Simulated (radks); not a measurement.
Question: The mean radii <r> (bohr) of the occupied orbitals of an atom or ion are listed with their occupations. Method: scalar-relativistic Kohn-Sham, r2SCAN, spin-unpolarised, spherical densities, finite nucleus; meta-GGA in the generalised Kohn-Sham scheme; Fermi nuclear charge, rms radius of each element as measured or else 0.836 A^(1/3) + 0.57 fm; computed with a radial shooting solver on a logarithmic mesh with Libxc functionals.

orbital  occ.      <r>
1s          2  0.01580
2s          2  0.06648
2p          6  0.06055
3s          2   0.1715
3p          6   0.1736
3d         10   0.1575
4s          2   0.3761
4p          6   0.4008
4d         10   0.4199
4f         13   0.4343
5s          2   0.8228
5p          6   0.9307
5d         10    1.165
6s          1    1.947
6p          2    2.358

Name the element and its charge.

Answer: Z = 83, bismuth, charge +3: Bi3+ in [Xe] 4f13 5d10 6s1 6p2. The 1s radius gives Z: for a bare nucleus <r> = (2 gamma + 1)/(2Z) with gamma = sqrt(1 - (Z/c)^2), 0.01561 bohr for Z = 83, and screening makes it slightly larger (0.01580 here). The occupations add up to 80, and the charge is Z minus that.
